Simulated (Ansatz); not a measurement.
Correlation energies of `C[CH2][In]([NH2])[NH2]` by basis set

```csv
atom,x (Å),y (Å),z (Å)
C1,-1.0197,1.7272,0.9598
C2,0.2658,1.4051,0.2090
In3,0.4361,-0.6568,-0.3852
N4,2.0807,-1.5483,-1.1664
N5,-1.1158,-1.9479,-0.1854
H6,-1.9070,1.5079,0.3605
H7,-1.0695,2.7860,1.2353
H8,-1.1070,1.1503,1.8842
H9,0.3500,2.0107,-0.6975
H10,1.1445,1.6416,0.8149
H11,2.7696,-0.9802,-1.6356
H12,1.9590,-2.4095,-1.6785
H13,-0.9376,-2.9407,-0.1913
H14,-1.8491,-1.7452,0.4764
```

Total charge 0; spin multiplicity 1. Correlated methods include outer-core shells of In, which these sets cover unevenly. In: def2 effective core potential. Geometry: relaxed with PBE0-D4/def2-TZVP. It is one conformer, not always the lowest. Frozen core, restricted reference, the Gaussian-basis code of Ansatz.

| basis | HF (Eh) | MP2 corr. | CCSD corr. | (T) | CCSD(T) total |
| --- | --- | --- | --- | --- | --- |
| def2-SVP | -378.92741 | ? | ? | ? | ? |
| def2-TZVPP | -379.16548 | -1.08879 | -1.11864 | -0.04210 | -380.32622 |
| def2-QZVPP | ? | -1.33158 | – | – | – |

(1) Fill in the withheld values. (Estimate.)

Answers

(1) Ansatz gave: def2-SVP MP2 corr.: -0.73368; def2-SVP CCSD corr.: -0.78812; def2-SVP (T): -0.02319; def2-SVP CCSD(T) total: -379.73872; def2-QZVPP HF (Eh): -379.17691.
